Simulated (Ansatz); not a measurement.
Ansatz (an electronic-structure program) input (CCSD(T)/aug-cc-pV(D+d)Z):
A basis named .json is the Basis Set Exchange file of that set.

Ansatz 0.2 input:
```yaml
crystal:
  periodic: [false, false, false]
  atoms:
    - {symbol: Si, position_ang: [0.97108021, -0.58087265, 0.01833942]}
    - {symbol: S, position_ang: [-0.75787112, 0.54665389, -0.01125239]}
    - {symbol: H, position_ang: [-1.46918503, -0.61424516, -0.07671353]}
basis:
  gaussian:
    orbitals: aug-cc-pV_D+d_Z.json
total_charge: 2
magnetization: {spin_polarized: true, initial_magnetization: 1}
correlation: {method: ccsd_t, electrons: outside_noble_gas}
```

Output:

```
Functional definition: HF
integrals: 0.09 GiB planned
745 factors; integrals over basis functions are off by at most 8.1e-4 eV
mean field: 0.17 GiB planned
mean field evaluation 1: about -18665.7536 eV, gradient 2.7e1 eV
mean field evaluation 2: about -18665.7538 eV, gradient 2.7e1 eV
mean field evaluation 4: about -18671.3229 eV, gradient 3.0e0 eV
mean field evaluation 8: about -18671.4830 eV, gradient 2.5e-1 eV
mean field evaluation 16: about -18671.6526 eV, gradient 1.7e0 eV
mean field evaluation 32: about -18671.3227 eV, gradient 3.0e0 eV
mean field evaluation 64: about -18671.4895 eV, gradient 2.4e-6 eV
mean field evaluation 96: about -18671.9110 eV, gradient 1.8e-1 eV
mean field evaluation 128: about -18670.0533 eV, gradient 5.8e0 eV
mean field evaluation 160: about -18671.4968 eV, gradient 1.3e-1 eV
mean field evaluation 192: about -18668.7435 eV, gradient 1.1e0 eV
mean field evaluation 224: about -18671.9131 eV, gradient 5.0e-4 eV
mean field evaluation 256: about -18668.6881 eV, gradient 5.3e-2 eV
mean field evaluation 288: about -18668.2919 eV, gradient 1.9e-2 eV
mean field evaluation 320: about -18667.3916 eV, gradient 6.8e0 eV
mean field evaluation 352: about -18665.2246 eV, gradient 8.8e0 eV
mean field evaluation 384: about -18664.8631 eV, gradient 1.0e-3 eV
mean field evaluation 416: about -18669.4506 eV, gradient 2.5e0 eV
mean field evaluation 448: about -18668.6871 eV, gradient 2.1e-1 eV
mean field evaluation 480: about -18671.9131 eV, gradient 1.6e-2 eV
mean field evaluation 512: about -18669.6353 eV, gradient 4.3e-4 eV
mean field evaluation 544: about -18668.5171 eV, gradient 6.8e-5 eV
mean field -18671.91508526 eV, -686.1802231047 hartree, gradient 4.8e-7 eV, S^2 0.811611; 17 other end points of the search recorded, 0 dependent functions left out
determinant -18671.91508526 eV, -686.1802231047 hartree, with singles and doubles -18677.35300483 eV, -686.3800629629 hartree
determinant -18671.48954415 eV, -686.1645847573 hartree, with singles and doubles -18677.16504729 eV, -686.3731556507 hartree
determinant -18669.63531745 eV, -686.0964431829 hartree, with singles and doubles -18674.23366974 eV, -686.2654295127 hartree
determinant -18668.68819379 eV, -686.0616370304 hartree, with singles and doubles -18673.84739022 eV, -686.2512340023 hartree
determinant -18668.51714910 eV, -686.0553512541 hartree, with singles and doubles -18673.67907524 eV, -686.2450485406 hartree
determinant -18671.91508526 eV, -686.1802231047 hartree, with singles and doubles -18677.35692494 eV, -686.3802070245 hartree
determinant -18671.48954415 eV, -686.1645847573 hartree, with singles and doubles -18677.16307411 eV, -686.3730831378 hartree
determinant -18671.91305020 eV, -686.1801483175 hartree, with singles and doubles -18677.36152460 eV, -686.3803760585 hartree
determinant -18671.91305020 eV, -686.1801483175 hartree, with singles and doubles -18677.35807877 eV, -686.3802494267 hartree
10 core orbitals not correlated
reference -18671.91305020 eV, -686.1801483175 hartree; 5, 4 occupied and 58, 59 virtual orbitals, 745 factors
second order -4.39891118 eV of doubles, -0.00000000 eV of singles
coupled cluster: 0.23 GiB planned
cycle   1  -5.44502970 eV  change   -1.1e-6 eV  update   3.0e-6
perturbative correction -0.16554930 eV, -0.0060838244 hartree
Total energy: -18677.52362919 eV, -686.3863332925 hartree
```

This state (charge 2, doublet) is run at the relaxed geometry of the species with charge 1 and multiplicity 1.
